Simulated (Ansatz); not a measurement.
Si(eta1-allyl)H3 (C3H8Si). Total charge 0; triplet. Geometry PBE0-D4/def2-SVP, that of the neutral singlet; atoms count from 1.

Cartesian coordinates in Å:
```
Si -0.028 -0.817 -1.576
C 0.797 0.131 -0.156
C -0.200 0.837 0.702
C -0.571 0.468 1.931
H 1.505 0.847 -0.609
H 1.392 -0.587 0.432
H -0.682 1.716 0.254
H -0.127 -0.402 2.427
H -1.330 1.024 2.486
H -0.877 0.109 -2.388
H -0.892 -1.909 -1.033
H 1.012 -1.418 -2.469
```

At PBE0-D4/def2-TZVP a singlet of charge 0 lies 4.11 eV below the triplet at the same geometry.

(1) Estimate the Mulliken populations from the PBE0/def2-TZVP orbitals of Ansatz.

(2) Where does the spin sit?

(3) And the Mayer bond orders between heavy atoms (over 0.3)?

## Answers

(1) 
| atom | charge (e) | spin (α − β) |
| --- | --- | --- |
| Si1 | 0.15 | 0.08 |
| C2 | -0.31 | -0.05 |
| C3 | -0.12 | 0.93 |
| C4 | -0.32 | 1.13 |
| H5 | 0.14 | 0.04 |
| H6 | 0.13 | 0.01 |
| H7 | 0.13 | -0.06 |
| H8 | 0.14 | -0.06 |
| H9 | 0.14 | -0.05 |
| H10 | -0.02 | 0.00 |
| H11 | -0.02 | 0.00 |
| H12 | -0.03 | 0.03 |
Mulliken values depend strongly on the basis.

(2) Summed by element: Si 0.08, C 2.01, H -0.09, of 2 unpaired in all. Largest on single atoms: C4 1.13, C3 0.93, Si1 0.08.

(3) Si1–C2 0.95 (1.90 Å); C2–C3 1.06 (1.49 Å); C3–C4 0.95 (1.34 Å).
